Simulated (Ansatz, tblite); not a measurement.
Forces on the cluster Pb5Se10 at its PBE-D4/def2-SVP geometry. The state is a singlet with charge 0.

In the def2 sets Pb takes a core potential; there is no spin–orbit coupling. The xTB rows come from tblite. Single mean-field runs in def2-SVP are fitted with def2-universal-jkfit. The restricted singlet is unstable towards broken spin symmetry in Hartree–Fock (as tested in another run); at PBE-D4/def2-SVP this wasn't settled. Another isomer (singlet) lies 1.06 eV lower at PBE0-D4/def2-TZVP; other spin states weren't run for this one.

GFN1-xTB (tblite), largest force 1.37 eV/Å:

```xyz
15
positions Å, forces eV/Å
Pb   -3.562    0.796    0.020    1.043   -0.615   -0.631
Pb    0.275   -2.772    0.216   -0.155    0.920   -0.351
Pb    2.220    2.785    0.660   -0.446   -0.829   -0.017
Pb    0.582   -0.442    3.819   -0.135    0.029   -0.944
Pb    2.442    0.327   -2.189   -0.227   -0.185    0.561
Se    0.148    1.962    2.402    0.326   -0.810   -0.732
Se    3.545    0.200    0.574   -0.887    0.376   -0.392
Se    0.344    2.105   -1.294    0.666   -0.814    0.713
Se   -1.639   -1.285    2.368    1.122    0.525   -0.466
Se   -3.139    1.509   -2.625    0.152   -0.521    0.427
Se    1.287   -2.096   -2.232   -0.003    0.501    0.829
Se   -1.863   -0.473   -3.063   -0.443    0.105    0.514
Se    2.395   -1.488    1.797   -0.679    0.278   -0.028
Se   -2.315   -1.573   -0.995    0.412    0.842    0.061
Se   -0.721    0.445    0.542   -0.743    0.195    0.457
```

GFN2-xTB (tblite), largest force 0.84 eV/Å:

```
Pb 0.574 -0.197 -0.583
Pb 0.165 0.237 -0.724
Pb -0.490 -0.307 0.096
Pb -0.218 0.092 -0.460
Pb -0.313 -0.455 -0.010
Se 0.369 -0.113 -0.003
Se -0.225 0.199 -0.097
Se 0.723 -0.179 0.263
Se 0.570 0.090 0.477
Se 0.001 -0.375 0.349
Se 0.132 0.328 0.668
Se -0.452 0.031 0.310
Se -0.224 0.080 0.100
Se -0.102 0.330 -0.494
Se -0.511 0.238 0.108
```

PBE-D4/def2-SVP (Ansatz), largest force 0.02 eV/Å:

```
Pb 0.010 0.004 -0.011
Pb 0.001 -0.001 0.008
Pb 0.003 -0.002 0.001
Pb -0.007 -0.013 0.013
Pb -0.002 -0.003 0.006
Se 0.000 0.004 -0.001
Se 0.002 0.005 -0.003
Se 0.003 -0.002 -0.007
Se 0.007 0.009 0.010
Se 0.000 -0.007 0.001
Se 0.003 0.015 -0.010
Se -0.007 0.002 0.006
Se 0.003 0.002 -0.002
Se -0.005 0.004 -0.003
Se -0.011 -0.014 -0.008
```
